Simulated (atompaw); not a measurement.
## PBE PAW (atompaw) dataset for Yb, scalar-relativistic all-electron reference.

Yb, PAW, made with atompaw 4.2.0.5 (PBE, scalar-relativistic). Core [Kr] 4d10, reference 4f14 5s2 5p6 5d0 6s2 6p0. Waves: 5s (bound): rc 1.75 bohr; 6s (bound): rc 1.80 bohr; 5p (bound): rc 2.00 bohr; 6p (bound, empty): rc 2.30 bohr; 5d (bound, empty): rc 3.00 bohr; 5d channel at 0.8 Ry: rc 3.00 bohr; 4f (bound): rc 0.85 bohr; 4f channel at 1.2 Ry: rc 0.85 bohr. Local part: troulliermartins scheme with l = 4 at 0 Ry, radius 2.40 bohr. Core correction: smooth core density matched at 1.55 bohr. Augmentation charge: besselshape compensation charge, radius 2.15 bohr; PAW radius 3.00 bohr; waves and projectors: custom polynom gramschmidtortho.

All-electron outer shells of the reference configuration (PBE, scalar-relativistic, ld1.x):

| shell | level (eV) | outermost node (bohr) | outermost maximum (bohr) |
| --- | --- | --- | --- |
| 4p | -338.25 | 0.26 | 0.48 |
| 4d | -177.93 | 0.24 | 0.49 |
| 5s | -54.92 | 0.58 | 1.07 |
| 5p | -27.42 | 0.62 | 1.24 |
| 6s | -3.92 | 1.47 | 3.28 |
| 4f | -3.01 | – | 0.49 |
| 6p | -1.11 | 1.81 | 4.66 |
| 5d | -0.67 | 0.70 | 2.12 |

Calculated quality:

| Quantity | Value |
| --- | --- |
| Cutoffs needed | 300 Ry and over 300 Ry (the cutoffs (Ry, on a coarse ladder) from which the occupation-weighted sum of valence levels, in a spherical-Bessel basis at the reference potential, stays within 10 and 1 mRy of its value at 400 Ry) |
| Ghost test | no extra level below or beside the all-electron valence levels (s, p, d, f tested) (spherical-Bessel basis up to 400 Ry, 20 bohr box) |
| Lowest eigenvalue of the overlap operator | 0.37 (s channel) |
| Overlap eigenvalues printed by atompaw (projector basis) | 0.0644, 0.37, 1.03, 2.03, 4.71, 74.7, 1.98e+03, 4.5e+03 |
| Share of each valence orbital outside the PAW sphere | 5s 0 %, 6s 72 %, 5p 1 %, 6p 94 %, 5d 58 %, 4f 1 % |

Generation and tests took about 58 s on one core of a shared server CPU.
